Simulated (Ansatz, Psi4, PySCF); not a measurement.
C$_{3}$H$_{11}$BN$_{2}$O, singlet, at a GFN2-xTB geometry, atoms displaced at random by about 0.03 Å a coordinate. Base run: PBE0/STO-3G, gradient (PySCF).

The PySCF input:
```python
from pyscf import gto, scf, dft

mol = gto.Mole()
mol.atom = '''
    B    -0.183847   -0.178908    0.022987
    N     0.969710    0.632511    0.170822
    C     1.120859    2.039185   -0.177081
    H     1.798286    0.256978    0.568507
    H     1.721479    2.140421   -1.081463
    H     1.586177    2.603948    0.648127
    H     0.153581    2.480637   -0.349910
    N    -0.056546   -1.511733    0.691399
    C     0.892026   -2.028618    1.624909
    H    -0.835616   -2.159080    0.481085
    H     1.616759   -2.696762    1.093396
    H     0.405710   -2.614676    2.411042
    H     1.413327   -1.243809    2.026184
    O    -1.266782   -0.041791   -0.655914
    C    -1.624776    0.940656   -1.572372
    H    -2.340253    0.641682   -2.254095
    H    -1.921332    1.824549   -1.069917
    H    -0.697742    1.222699   -2.214761
'''
mol.basis = 'sto-3g'
mol.charge = 0
mol.spin = 0
mol.verbose = 4
mol.build()

mf = dft.RKS(mol)
mf.xc = 'pbe0'
mf.kernel()
g = mf.nuc_grad_method()
grad = g.kernel()
```

Programs used: Ansatz (a quantum-chemistry and plane-wave program), Psi4, PySCF; a row that names a program was run with it.

The coordinate followed is y of atom 15.

The base run was repeated with changes; each row names its change, and settings that it needs were set with it.

```
change                                                  dE/dx (Eh/bohr)  net force (Eh/bohr)
------------------------------------------------------  ---------------  -------------------
base                                                          -0.028890             0.000052
code = ansatz                                                 -0.028875             0.000000
finite difference step (bohr) = 0.2; conv_tol = 1e-11                 …                    -
grid_response = on                                            -0.028870             0.000000
grids.level = 5; grid_response = off                          -0.028883             0.000006
conv_tol = 1e-4                                               -0.028654             0.000052
grids.level = 1; grid_response = off                          -0.028816             0.000913
finite difference step (bohr) = 1e-3; conv_tol = 1e-11        -0.028870                    -
finite difference step (bohr) = 0.05; conv_tol = 1e-11        -0.028644                    -
conv_tol = 1e-11                                              -0.028890             0.000052
code = psi4                                                   -0.028873             0.000068
grids.level = 5; grid_response = on                           -0.028884             0.000000
```

Q: Some entries are withheld; supply them.

A: 
- finite difference step (bohr) = 0.2; conv_tol = 1e-11, dE/dx (Eh/bohr): -0.025272

The net force is zero for an exact gradient.
